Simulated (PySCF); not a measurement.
## Radial density of Co²¹⁺ (cobalt, charge +21)

UHF, [He] 2s2 2p2, high-spin 3P determinant. Computed with PySCF 2.14 in an even-tempered Gaussian basis (19 s from 4.6 bohr⁻², ratio 2.2; 11 p from 6 bohr⁻², ratio 2.2; 6 d from 26 bohr⁻², ratio 2.4; 5 f from 39 bohr⁻², ratio 2.4; 4 g from 58 bohr⁻², ratio 2.4), with scalar relativity by spin-free X2C-1e.

| r (bohr) | 4πr²ρ (e/bohr) | 4πr²(ρα − ρβ) |
| --- | --- | --- |
| 0.000832 | 0.1666 | 0.0000 |
| 0.00140 | 0.4271 | 0.0000 |
| 0.00236 | 1.076 | 0.0001 |
| 0.00396 | 2.624 | 0.0003 |
| 0.00666 | 6.065 | 0.0019 |
| 0.0112 | 12.77 | 0.0119 |
| 0.0189 | 22.90 | 0.0723 |
| 0.0317 | 31.24 | 0.3949 |
| 0.0533 | 27.35 | 1.7518 |
| 0.0897 | 15.80 | 5.4541 |
| 0.151 | 17.37 | 9.3951 |
| 0.254 | 14.04 | 5.9874 |
| 0.427 | 1.980 | 0.7223 |
| 0.718 | 0.01549 | 0.0054 |

Densities and radii are taken from the X2C orbitals without a picture-change correction, which distorts them close to the nucleus.
